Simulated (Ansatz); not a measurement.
`C[S][AlH][O][InH2]`, charge 0, multiplicity 1.

Task: Give a relaxed structure at PBE0-D4/def2-TZVP (Ansatz). (Best estimate.)

Result: The calculation gave: 
Cartesian coordinates in Å:
```
C -0.116 0.443 2.200
S -1.616 1.156 1.450
Al -1.365 0.636 -0.649
O -0.012 -0.213 -1.142
In 1.376 -1.136 -2.203
H 0.491 -0.068 1.454
H -0.412 -0.266 2.972
H 0.468 1.244 2.654
H -2.497 1.086 -1.654
H 2.494 -0.050 -2.903
H 1.188 -2.833 -2.178
```
This is one stationary point; other conformers may exist.
